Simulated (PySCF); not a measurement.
A structure optimised at PBE-D3(BJ)/def2-TZVPD, used in a PySCF frequency run:

```
As
H 1 1.5407
H 1 1.5407 2 90.06
```
Charge 0, spin multiplicity 2.

### Question
Write its SMILES, formula and point group.

### Answer
[AsH2], AsH2, C2v

### Question
What are its rotational constants (standard atomic weights)?

### Answer
217.14, 210.98, 107.01 GHz
